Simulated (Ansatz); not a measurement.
Results of the Gaussian-basis code of Ansatz.

A structure relaxed at PBE0-D4/def2-TZVP, charge 0, multiplicity 1:

```xyz
10

Ge   -1.232   -0.248   -1.031
N     0.512   -0.299   -0.457
Ge    1.090    0.421    1.130
H    -2.145   -1.252   -0.289
H    -1.251   -0.577   -2.534
H    -1.737    1.179   -0.768
H     1.008   -1.135   -0.731
H     0.702   -0.431    2.360
H     0.430    1.803    1.249
H     2.623    0.540    1.071
```

Question: Give its formula and SMILES.

Answer: Ge2H7N, `[GeH3][NH][GeH3]`.

Question: Point group (tolerance 0.08 Å, 0.16 Å for H)?

Answer: Cs.

Question: Summarise the bond lengths by kind.

Answer: 2 × Ge–N 1.837 Å; 6 × Ge–H 1.536 to 1.546 Å; 1 × H–N 1.010 Å.
